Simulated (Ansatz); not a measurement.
(ClGaNH)4 cubane (Ga₄N₄Cl₄H₄) was relaxed with PBE-D4 (def2-SVP) in Ansatz in these states: charge -1 doublet, neutral singlet. The geometries follow in no particular order.

A:

```xyz
16

Ga   -0.748   -0.063   -1.609
Cl   -1.698   -0.143   -3.654
N    -1.696   -0.090    0.164
Ga   -0.587    1.433    0.870
Cl   -1.333    3.253    1.976
N     0.413    1.406   -0.875
Ga    1.765    0.093   -0.171
Cl    4.008    0.212   -0.388
N     0.564   -1.376   -0.836
Ga   -0.430   -1.463    0.910
Cl   -0.976   -3.322    2.067
N     0.719    0.061    1.546
H    -2.716   -0.144    0.263
H     0.662    2.251   -1.401
H     0.903   -2.204   -1.338
H     1.151    0.097    2.476
```

B:

```xyz
16

Ga    1.5050    0.4962    0.7328
Cl    3.3641    1.1087    1.6376
N     0.1144   -0.6622    1.5694
Ga   -0.0529   -1.7424   -0.0982
Cl   -0.1186   -3.8943   -0.2196
N     1.3055   -0.5564   -0.9490
Ga   -0.1170    0.6772   -1.6050
Cl   -0.2613    1.5137   -3.5873
N     0.0518    1.7037    0.0960
Ga   -1.3353    0.5690    0.9705
Cl   -2.9839    1.2721    2.1693
N    -1.4718   -0.4851   -0.7165
H     0.1831   -1.0601    2.5124
H     2.0901   -0.8908   -1.5192
H     0.0828    2.7275    0.1537
H    -2.3560   -0.7768   -1.1471
```

Task: Judge from the bond lengths which geometry belongs to which state (an estimate).

Result: A is the charge -1 doublet (Ga4–Cl5 2.256 Å, Ga1–Cl2 2.256 Å, Ga7–Cl8 2.256 Å); B is the neutral singlet (Ga4–Cl5 2.156 Å, Ga1–Cl2 2.156 Å, Ga7–Cl8 2.156 Å).

At PBE-D4/def2-SVP the highest occupied level of the relaxed charge -1 doublet lies above zero (up to 0.81 eV). By energy differences its removal costs 0.60 eV (each at its own geometry, to the charge 0 singlet, at PBE0-D4/def2-TZVP).
